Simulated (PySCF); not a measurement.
Run record: geometry optimisation, [IrCl6]3- (`[Cl][Ir-3]([Cl])([Cl])([Cl])([Cl])[Cl]`).

Computed with PBE0-D3(BJ)/def2-SVP geometry optimisation, gas phase, def2 core potentials past Kr (PySCF 2.14.0). Start geometry: GFN2-xTB. A driver script takes a list of jobs; this job's settings line and coordinates (Å) are shown.

Input:
```
{"job": {"xc": "PBE0", "basis": "def2-SVP", "d3": "d3bj", "grid": 1, "maxiter": 30, "shake": 0.03, "kind": "geom"}, "charge": -3, "multiplicity": 1}
Ir     0.062760    -0.077680     0.012130
Cl    -0.035840    -0.023040     2.361160
Cl    -0.042830     0.002340    -2.394590
Cl     2.468870     0.009690     0.008330
Cl    -2.375910    -0.017780    -0.051930
Cl    -0.021280     2.380250     0.003810
Cl     0.036100    -2.375800    -0.007450
```

Question: Give the output.

Answer: 
```
step   0  E = -2863.81481322  max force = 0.037576
step   1  E = -2863.82059265  max force = 0.010918
step   2  E = -2863.82088634  max force = 0.002471
step   3  E = -2863.82121828  max force = 0.001141
step   4  E = -2863.82123502  max force = 0.000141
step   5  E = -2863.82123704  max force = 0.000067
optimisation converged
```

Energies in Eh; «max force» is the largest Cartesian gradient component in Eh/bohr.

Question: How much energy does the optimisation release, in kJ/mol?

Answer: E(step 0) − E(last step) = 0.006424 Eh, which is 16.9 kJ/mol.

Question: Give the first gradient maximum in eV/Å.

Answer: With 1 Eh/bohr = 51.422 eV/Å, 1.932 eV/Å.

In short: final energy -2863.82124 Eh after 5 steps.

Question: Give the final coordinates.

Answer: 0.065 Å rms from the input after alignment:
```
atom  x, y, z in Å
Ir1    0.0133   -0.0148   -0.0096
Cl2   -0.0028   -0.0258    2.4227
Cl3    0.0270   -0.0034   -2.4418
Cl4    2.4456    0.0081    0.0030
Cl5   -2.4189   -0.0367   -0.0246
Cl6   -0.0079    2.4175    0.0009
Cl7    0.0355   -2.4470   -0.0193
```

The ion is multiply charged and computed in the gas phase, without counter-ions or solvent; whether it holds all its electrons wasn't checked.

The run took 49 s wall, 68 s CPU on 2 threads, Arm Neoverse V2 (aarch64), no GPU (shared host), and the process peaked at 0.60 GiB of memory.
Labels such as C1 count atoms from 1, the log's own numbers from 0.
